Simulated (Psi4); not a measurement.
C2H5S, charge -1, singlet (typed; the unrestricted solution is spin-contaminated), at a GFN2-xTB geometry (a gas-phase anion, which may not be bound at this level), with bond 7-1 at 2.2 times its length; HF/def2-SV(P) in Psi4.

The Psi4 input:
```
memory 2 GB

molecule {
-1 1
C     1.52434303    0.56093113    0.31490785
C     0.04453370    0.87676947    0.10016236
S    -0.85537500   -0.67174547   -0.23650192
H    -1.44275204   -0.78543274    0.97497304
H    -0.04239817    1.42199110   -0.87086914
H     2.05346159    1.50095317    0.52444131
H     1.79209812   -0.86920912    2.23878629
H     2.05837829    0.07334497   -0.52433387
}

set {
  basis def2-sv(p)
  reference uhf
  stability_analysis follow
  scf_type pk
}

energy('scf')
print_variables()
```

What the program printed (banner, timings and long lists left out):

```
   => Loading Basis Set <=

    Name: DEF2-SV(P)
    Role: ORBITAL
    Keyword: BASIS

         ---------------------------------------------------------
                                   SCF
               by Justin Turney, Rob Parrish, Andy Simmonett
                          and Daniel G. A. Smith
                              UHF Reference
         ---------------------------------------------------------

  ==> Geometry <==

    Molecular point group: c1
    Full point group: C1

    Geometry (in Angstrom), charge = -1, multiplicity = 1:

       Center              X                  Y                   Z               Mass
    ------------   -----------------  -----------------  -----------------  -----------------
         C            1.591022998895     0.608013323703     0.318501977805    12.000000000000
         C            0.111213668895     0.923851663703     0.103756487805    12.000000000000
         S           -0.788695031105    -0.624663276297    -0.232907792195    31.972071174400
         H           -1.376072071105    -0.738350546297     0.978567167805     1.007825032230
         H            0.024281798895     1.469073293703    -0.867275012195     1.007825032230
         H            2.120141558895     1.548035363703     0.528035437805     1.007825032230
         H            1.858778088895    -0.822126926297     2.242380417805     1.007825032230
         H            2.125058258895     0.120427163703    -0.520739742195     1.007825032230

  Running in c1 symmetry.

  Rotational constants: A =      0.80909  B =      0.18078  C =      0.16444 [cm^-1]
  Rotational constants: A =  24255.85801  B =   5419.68319  C =   4929.74268 [MHz]
  Nuclear repulsion =   95.534634838648529

  Charge       = -1
  Multiplicity = 1
  Electrons    = 34
  Nalpha       = 17
  Nbeta        = 17

  ==> Algorithm <==

  SCF Algorithm Type is PK.
  DIIS enabled.
  MOM disabled.
  Fractional occupation disabled.
  Guess Type is SAD.
  Energy threshold   = 1.00e-06
  Density threshold  = 1.00e-06
  Integral threshold = 1.00e-12

  ==> Primary Basis <==

  Basis Set: DEF2-SV(P)
    Blend: DEF2-SV(P)
    Number of shells: 30
    Number of basis functions: 56
    Number of Cartesian functions: 59
    Spherical Harmonics?: true
    Max angular momentum: 2

  ==> Integral Setup <==

  Using in-core PK algorithm.
   Calculation information:
      Number of atoms:                   8
      Number of AO shells:              30
      Number of primitives:             62
      Number of atomic orbitals:        59
      Number of basis functions:        56

      Integral cutoff                 1.00e-12
      Number of threads:                 1

  Performing in-core PK
  Using 2548812 doubles for integral storage.
  We computed 105708 shell quartets total.
  Whereas there are 108345 unique shell quartets.

  ==> DiskJK: Disk-Based J/K Matrices <==

    J tasked:                  Yes
    K tasked:                  Yes
    wK tasked:                  No
    Schwarz Cutoff:          1E-12

  Minimum eigenvalue in the overlap matrix is 5.2356571462E-03.
  Reciprocal condition number of the overlap matrix is 1.0714653431E-03.
    Using symmetric orthogonalization.

  ==> Pre-Iterations <==

  SCF Guess: Superposition of Atomic Densities via on-the-fly atomic UHF (no occupation information).

   -------------------------
    Irrep   Nso     Nmo
   -------------------------
     A         56      56
   -------------------------
    Total      56      56
   -------------------------

  ==> Iterations <==

                        Total Energy        Delta E     RMS |[F,P]|

   @UHF iter SAD:  -474.87389282797000   -4.74874e+02   0.00000e+00
   @UHF iter   1:  -475.47132761946773   -5.97435e-01   9.18797e-03 ADIIS/DIIS
   @UHF iter   2:  -475.60998683611979   -1.38659e-01   7.07542e-03 ADIIS/DIIS
   @UHF iter   3:  -475.70729427785346   -9.73074e-02   9.24192e-04 ADIIS/DIIS
   @UHF iter   4:  -475.71090096287844   -3.60669e-03   2.96769e-04 ADIIS/DIIS
   @UHF iter   5:  -475.71141716039631   -5.16198e-04   1.39808e-04 ADIIS/DIIS
   @UHF iter   6:  -475.71154859015019   -1.31430e-04   6.30379e-05 DIIS
   @UHF iter   7:  -475.71160848987893   -5.98997e-05   3.95714e-05 DIIS
   @UHF iter   8:  -475.71162617485447   -1.76850e-05   1.60585e-05 DIIS
   @UHF iter   9:  -475.71163095079174   -4.77594e-06   5.00604e-06 DIIS
   @UHF iter  10:  -475.71163130543630   -3.54645e-07   1.16357e-06 DIIS
   @UHF iter  11:  -475.71163131772573   -1.22894e-08   3.08706e-07 DIIS
  Energy and wave function converged.

    Negative totally symmetric eigenvalue detected: -0.118749
    Wavefunction unstable!
    Lowest UHF->UHF stability eigenvalues:
       A -0.118749

    Rotating orbitals by 0.5 * pi / 2 radians along unstable eigenvector.
    Running SCF again with the rotated orbitals.
   @UHF iter  12:  -475.50787038078442   -4.75508e+02   6.10207e-03 ADIIS/DIIS
   @UHF iter  13:  -475.71563707462127   -2.07767e-01   3.22763e-03 ADIIS/DIIS
   @UHF iter  14:  -475.74658644444537   -3.09494e-02   9.87606e-04 ADIIS/DIIS
   @UHF iter  15:  -475.75272425376806   -6.13781e-03   2.64377e-04 ADIIS/DIIS
   @UHF iter  16:  -475.75315196245339   -4.27709e-04   1.13665e-04 ADIIS/DIIS
   @UHF iter  17:  -475.75323940867008   -8.74462e-05   6.19744e-05 DIIS
   @UHF iter  18:  -475.75327897544338   -3.95668e-05   3.25881e-05 DIIS
   @UHF iter  19:  -475.75329080650670   -1.18311e-05   1.13687e-05 DIIS
   @UHF iter  20:  -475.75329243919583   -1.63269e-06   4.93004e-06 DIIS
   @UHF iter  21:  -475.75329274067974   -3.01484e-07   2.38004e-06 DIIS
   @UHF iter  22:  -475.75329281991191   -7.92322e-08   1.15951e-06 DIIS
   @UHF iter  23:  -475.75329284110256   -2.11907e-08   4.94467e-07 DIIS
    Wavefunction stable under totally symmetric rotations.
    Lowest totally symmetric eigenvalue: 0.102916
    Lowest UHF->UHF stability eigenvalues:
       A 0.102916

    Stability analysis over.

  ==> Post-Iterations <==

   @Spin Contamination Metric:   8.645949918E-01
   @S^2 Expected:                0.000000000E+00
   @S^2 Observed:                8.645949918E-01
   @S   Expected:                0.000000000E+00
   @S   Observed:                0.000000000E+00

    Orbital Energies [Eh]
    ---------------------

    Alpha Occupied:

       1A    -91.680384     2A    -11.047774     3A    -10.970914
       4A     -8.716067     5A     -6.404703     6A     -6.402591
       7A     -6.401005     8A     -0.803820     9A     -0.707612
      10A     -0.531049    11A     -0.377180    12A     -0.342660
      13A     -0.297169    14A     -0.248324    15A     -0.173180
      16A     -0.134610    17A     -0.049968

    Alpha Virtual:

      18A      0.252044    19A      0.368535    20A      0.390621
      21A      0.425691    22A      0.436008    23A      0.500340
      24A      0.602590    25A      0.765189    26A      0.798817
      27A      0.842559    28A      0.894481    29A      0.915249
      30A      0.930632    31A      0.963682    32A      1.002914
      33A      1.012520    34A      1.080619    35A      1.107161
      36A      1.133283    37A      1.142408    38A      1.152863
      39A      1.184600    40A      1.209512    41A      1.243066
      42A      1.266478    43A      1.344013    44A      1.432734
      45A      1.527808    46A      1.600241    47A      2.032385
      48A      2.091638    49A      2.287408    50A      2.367361
      51A      2.471105    52A      2.568030    53A      2.697959
      54A      2.793604    55A      2.825328    56A      3.137620

    Beta Occupied:

       1A    -91.680432     2A    -11.024928     3A    -10.970463
       4A     -8.716095     5A     -6.404827     6A     -6.402731
       7A     -6.401073     8A     -0.785772     9A     -0.672739
      10A     -0.509466    11A     -0.361069    12A     -0.325264
      13A     -0.307566    14A     -0.288719    15A     -0.233078
      16A     -0.133101    17A     -0.046746

    Beta Virtual:

      18A      0.337328    19A      0.370024    20A      0.396143
      21A      0.431049    22A      0.448333    23A      0.505156
      24A      0.618110    25A      0.744030    26A      0.795520
      27A      0.811725    28A      0.852051    29A      0.921281
      30A      0.930060    31A      0.982467    32A      1.028679
      33A      1.059009    34A      1.086766    35A      1.121377
      36A      1.143572    37A      1.156665    38A      1.159372
      39A      1.193104    40A      1.212571    41A      1.248369
      42A      1.267842    43A      1.347743    44A      1.442129
      45A      1.528077    46A      1.601881    47A      2.064120
      48A      2.125676    49A      2.346451    50A      2.391148
      51A      2.486703    52A      2.593189    53A      2.727654
      54A      2.811317    55A      2.839001    56A      3.150792

    Final Occupation by Irrep:
              A
    DOCC [    17 ]
    SOCC [     0 ]
    NA   [    17 ]
    NB   [    17 ]

  @UHF Final Energy:  -475.75329284110256

   => Energetics <=

    Nuclear Repulsion Energy =             95.5346348386485289
    One-Electron Energy =                -852.0227399000889363
    Two-Electron Energy =                 280.7348122203378011
    Total Energy =                       -475.7532928411025637

  UHF NO Occupations:
  HONO-2 :   15  A 1.9988706
  HONO-1 :   16  A 1.9984030
  HONO-0 :   17  A 1.3791508
  LUNO+0 :   18  A 0.6208492
  LUNO+1 :   19  A 0.0015970
  LUNO+2 :   20  A 0.0011294
  LUNO+3 :   21  A 0.0009405

Computation Completed

Properties will be evaluated at   0.000000,   0.000000,   0.000000 [a0]

Properties computed using the SCF density matrix

 Multipole Moments:

 ------------------------------------------------------------------------------------
     Multipole            Electronic (a.u.)      Nuclear  (a.u.)        Total (a.u.)
 ------------------------------------------------------------------------------------

 L = 1.  Multiply by 2.5417464519 to convert [e a0] to [Debye]
 Dipole X            :         -4.4572857            4.4342181           -0.0230676
 Dipole Y            :         -2.0743680            1.4619599           -0.6124081
 Dipole Z            :         -2.7136163            2.2071895           -0.5064268
 Magnitude           :                                                    0.7950119

 ------------------------------------------------------------------------------------

  Variable Map:
  ----------------------------------------------------------------------------
  "CURRENT ENERGY"           =>    -475.753292841103
  "CURRENT REFERENCE ENERGY" =>    -475.753292841103
  "DD SOLVATION ENERGY"      =>       0.000000000000
  "HF KINETIC ENERGY"        =>     475.495779466947
  "HF POTENTIAL ENERGY"      =>    -951.249072308050
  "HF TOTAL ENERGY"          =>    -475.753292841103
  "HF VIRIAL RATIO"          =>       2.000541568160
  "NUCLEAR REPULSION ENERGY" =>      95.534634838649
  "ONE-ELECTRON ENERGY"      =>    -852.022739900089
  "PCM POLARIZATION ENERGY"  =>       0.000000000000
  "PE ENERGY"                =>       0.000000000000
  "SCF ITERATION ENERGY"     =>    -475.753292841103
  "SCF ITERATIONS"           =>      23.000000000000
  "SCF TOTAL ENERGY"         =>    -475.753292841103
  "TWO-ELECTRON ENERGY"      =>     280.734812220338

  Array Variable Map:
  ----------------------------------------------------------------------------
  "CURRENT DIPOLE"           =>      -0.023067615975 ... -0.506426751086 1 by 3
  "SCF DIPOLE"               =>      -0.023067615975 ... -0.506426751086 1 by 3
  "SCF STABILITY EIGENVALUES" =>       0.102915781416 ... 0.102915781416 1 by 1
  "SCF TOTAL ENERGIES"       =>    -474.873892827970 ... -475.753292841103 1 by 24
```
